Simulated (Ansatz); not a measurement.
Molecule: SnCl, charge 0, multiplicity 2. 
Structure (B3LYP-D3(BJ)/def2-TZVP (Ansatz, an electronic-structure program) minimum search):
```
Sn
Cl 1 2.3937
```
Charge 0, spin multiplicity 2.

Wanted: vertical electron affinity (to the triplet state of charge -1; a negative value means that the extra electron is unbound and the number depends on the basis; each state is the SCF solution reached for its spin), in eV. Valence correlation only, unless marked. UHF or UKS for open shells. Spin-orbit coupling is left out. The frozen core is the preceding noble-gas configuration, with the filled d and f shells of earlier blocks. In def2 rows, elements after Kr have scalar-relativistic effective core potentials. Anions need diffuse functions: def2-D sets add few. 

| level | program | vertical electron affinity (eV) |
|---|---|---|
| SVWN5/def2-TZVPD | Ansatz | 1.43 |
| PBE0/def2-TZVPD | Ansatz | 1.39 |
| BHLYP/def2-TZVPD | Ansatz | 1.27 |
| wB97M-V/def2-TZVPD | Ansatz | 1.30 |
| wB97X-V/def2-TZVPD | Ansatz | 1.26 |
| CCSD(T)/def2-SVPD | Ansatz | 1.17 |
